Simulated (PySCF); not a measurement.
# Basis-set dependence of population analyses: `BCC=C`

Compound: C3H7B.
Cartesian coordinates in Å at the PBE0-D3(BJ)/def2-SVP level; atoms count from 1:
```
atom  x, y, z in Å
B1    -1.815    0.398    0.175
C2    -0.586   -0.275   -0.499
C3     0.694   -0.341    0.264
C4     1.889    0.029   -0.199
H5    -1.880    0.502    1.380
H6    -2.765    0.735   -0.494
H7    -0.438    0.026   -1.549
H8    -1.033   -1.302   -0.568
H9     0.617   -0.701    1.298
H10    2.017    0.401   -1.222
H11    2.784   -0.022    0.426
```

PBE0 throughout (PySCF), one geometry, spherical d and f functions. The structure is a single PBE0-D3(BJ)/def2-SVP conformer in the gas phase; no vibrational or solvent corrections. Atoms taken as equivalent share a column and are averaged. The first 7 of 9 kinds of atom are listed.

Mulliken charges (e):

| basis | functions | B1 | C2 | C3 | C4 | H5/H6 | H7/H8 | H9 |
| --- | --- | --- | --- | --- | --- | --- | --- | --- |
| STO-3G | 27 | +0.178 | -0.254 | -0.076 | -0.179 | -0.045 | +0.094 | +0.078 |
| 6-31G | 50 | +0.225 | -0.574 | -0.067 | -0.367 | -0.033 | +0.192 | +0.159 |
| pcSseg-0 | 50 | +0.268 | -0.879 | -0.214 | -0.415 | +0.022 | +0.271 | +0.226 |
| 6-31G* | 70 | +0.115 | -0.509 | -0.069 | -0.405 | -0.007 | +0.194 | +0.163 |
| cc-pVDZ | 91 | +0.031 | -0.023 | -0.133 | -0.041 | -0.020 | +0.058 | +0.017 |
| def2-SVP | 91 | +0.050 | -0.070 | -0.113 | -0.091 | -0.019 | +0.067 | +0.038 |
| 6-311+G(2d,p) | 150 | +0.034 | -0.456 | +0.137 | -0.394 | +0.001 | +0.172 | +0.110 |
| aug-cc-pVDZ | 155 | -1.043 | +0.466 | +0.982 | +0.405 | +0.564 | -0.267 | -0.606 |
| def2-TZVP | 166 | -0.056 | -0.204 | -0.114 | -0.294 | +0.017 | +0.134 | +0.120 |
| IGLO-III | 210 | +0.224 | -0.336 | -0.073 | -0.248 | -0.050 | +0.124 | +0.093 |
| cc-pVTZ | 218 | -0.025 | -0.148 | -0.109 | -0.287 | +0.013 | +0.098 | +0.121 |

IAO charges (e):

| basis | functions | B1 | C2 | C3 | C4 | H5/H6 | H7/H8 | H9 |
| --- | --- | --- | --- | --- | --- | --- | --- | --- |
| STO-3G | 27 | +0.100 | -0.404 | -0.130 | -0.276 | +0.001 | +0.158 | +0.130 |
| 6-31G | 50 | +0.067 | -0.415 | -0.119 | -0.334 | +0.011 | +0.172 | +0.142 |
| pcSseg-0 | 50 | +0.063 | -0.414 | -0.123 | -0.317 | +0.011 | +0.173 | +0.139 |
| 6-31G* | 70 | +0.086 | -0.406 | -0.115 | -0.322 | +0.004 | +0.166 | +0.137 |
| cc-pVDZ | 91 | +0.071 | -0.405 | -0.116 | -0.328 | +0.009 | +0.168 | +0.139 |
| def2-SVP | 91 | +0.079 | -0.401 | -0.113 | -0.319 | +0.005 | +0.166 | +0.135 |
| 6-311+G(2d,p) | 150 | +0.074 | -0.414 | -0.120 | -0.342 | +0.009 | +0.172 | +0.144 |
| aug-cc-pVDZ | 155 | +0.072 | -0.411 | -0.120 | -0.342 | +0.009 | +0.171 | +0.144 |
| def2-TZVP | 166 | +0.074 | -0.414 | -0.119 | -0.341 | +0.009 | +0.172 | +0.143 |
| IGLO-III | 210 | +0.073 | -0.415 | -0.120 | -0.343 | +0.009 | +0.173 | +0.144 |
| cc-pVTZ | 218 | +0.073 | -0.414 | -0.119 | -0.340 | +0.009 | +0.172 | +0.143 |

Some averages cover members that differ in this geometry, most widely: H7/H8, Mulliken in aug-cc-pVDZ -0.407 to -0.128; H5/H6, Mulliken in aug-cc-pVDZ +0.515 to +0.612; H7/H8, Mulliken in 6-311+G(2d,p) +0.150 to +0.193; H7/H8, Mulliken in cc-pVDZ +0.036 to +0.079 e.

Q: Which scheme is steadiest as the basis changes?

A: Largest range over the bases for any column: IAO 0.07 e, Mulliken 1.34 e. IAO charges move least and Mulliken charges most, counted in e. Without the minimal STO-3G basis the ranges are IAO 0.03, Mulliken 1.34 e.

Q: How much do the charges still move between the two largest bases, IGLO-III and cc-pVTZ?

A: At most, over all atoms: Mulliken 0.248 e, IAO 0.003 e.

Q: What do the same runs give for the total energy, the frontier levels and the dipole moment?

A: 
```json
{"basis": "STO-3G", "energy (Eh)": "-141.4183", "HOMO (eV)": "-5.43", "LUMO (eV)": "1.74", "μ (D)": "0.51"}
{"basis": "6-31G", "energy (Eh)": "-143.1050", "HOMO (eV)": "-6.99", "LUMO (eV)": "-0.93", "μ (D)": "0.58"}
{"basis": "pcSseg-0", "energy (Eh)": "-142.8253", "HOMO (eV)": "-7.30", "LUMO (eV)": "-1.26", "μ (D)": "0.52"}
{"basis": "6-31G*", "energy (Eh)": "-143.1342", "HOMO (eV)": "-6.96", "LUMO (eV)": "-0.89", "μ (D)": "0.55"}
{"basis": "cc-pVDZ", "energy (Eh)": "-143.1460", "HOMO (eV)": "-7.11", "LUMO (eV)": "-1.16", "μ (D)": "0.55"}
{"basis": "def2-SVP", "energy (Eh)": "-143.0363", "HOMO (eV)": "-7.18", "LUMO (eV)": "-1.19", "μ (D)": "0.56"}
{"basis": "6-311+G(2d,p)", "energy (Eh)": "-143.1790", "HOMO (eV)": "-7.25", "LUMO (eV)": "-1.33", "μ (D)": "0.51"}
{"basis": "aug-cc-pVDZ", "energy (Eh)": "-143.1534", "HOMO (eV)": "-7.24", "LUMO (eV)": "-1.33", "μ (D)": "0.51"}
{"basis": "def2-TZVP", "energy (Eh)": "-143.1890", "HOMO (eV)": "-7.24", "LUMO (eV)": "-1.29", "μ (D)": "0.52"}
{"basis": "IGLO-III", "energy (Eh)": "-143.1945", "HOMO (eV)": "-7.25", "LUMO (eV)": "-1.33", "μ (D)": "0.52"}
{"basis": "cc-pVTZ", "energy (Eh)": "-143.1873", "HOMO (eV)": "-7.22", "LUMO (eV)": "-1.27", "μ (D)": "0.53"}
```
